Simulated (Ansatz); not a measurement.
BH3N (SMILES B=[NH2+]) moved off its minimum; all values from Ansatz (an electronic-structure program), cores frozen in correlated methods.
(charge 1, multiplicity 1)
```xyz
5

B      0.57983     0.19085     0.51728
N     -0.47963     0.15257    -0.20639
H      1.79698    -0.08863     0.81133
H     -1.02317     0.74748    -0.41993
H     -1.10646    -0.84380    -0.32895
```

Forces at PBE/def2-TZVPP (eV/Å):

```tsv
atom	Fx	Fy	Fz
B1	4.287	-1.317	0.766
N2	4.854	-13.349	2.760
H3	-2.003	0.790	0.041
H4	-9.504	11.180	-4.048
H5	2.366	2.696	0.480
```

### Question
Give the forces (eV/Å), the total energy and the dipole at CCSD(T)/aug-cc-pVTZ.

### Answer

| atom | Fx | Fy | Fz |
|---|---|---|---|
| B1 | 4.679 | -1.392 | 0.896 |
| N2 | 4.198 | -13.427 | 2.500 |
| H3 | -2.211 | 0.845 | 0.016 |
| H4 | -9.266 | 11.026 | -3.955 |
| H5 | 2.601 | 2.948 | 0.543 |
Energy -80.8921 hartree.
